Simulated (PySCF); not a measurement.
Species: C4H11NSi.
SMILES: `CN[C@@H]1CC[SiH2]1`

Torsions of this conformer, `[CH3:1][NH:2][C@@H:3]1[CH2:4][CH2:5][SiH2:6]1`: C1–N2–C3–C4 178°.

The closed-shell ground state was solved at several levels (PySCF, density fitting, gas phase, non-relativistic). Geometry: PBE0-D3(BJ)/def2-SVP, one conformer, isolated molecule.

```
            level  basis functions  total energy (Eh)  HOMO (eV)  LUMO (eV)  gap (eV)  dipole (D)
    PBE0/pcSseg-1              164          -502.8349      -6.27       0.63      6.90        1.09
wB97X-D/def2-SVPD              212          -502.9516      -8.19       2.10     10.29        1.10
```

**Question.** What might B3LYP/pcSseg-1 (164 basis functions) give for the same quantities?

**Answer.** Total energy -503.2429 Eh, HOMO -6.05 eV, LUMO 0.43 eV, gap 6.48 eV, dipole 1.05 D.

**Question.** Over all these levels, which gives the widest orbital gap and which the narrowest?

**Answer.** wB97X-D/def2-SVPD (range-separated hybrid) has the widest, 10.29 eV, and B3LYP/pcSseg-1 (global hybrid, 20 % exact exchange) the narrowest, 6.48 eV. Functional and basis both differ between the two, so the spread mixes both effects.

**Question.** How far do the dipole and the HOMO energy spread over the levels?

**Answer.** The dipole runs from 1.05 to 1.10 D (mean 1.08 D) and the HOMO from -8.19 to -6.05 eV.

Note: wB97X-D ran without an empirical dispersion term, which enters the total energy and its gradient alone.
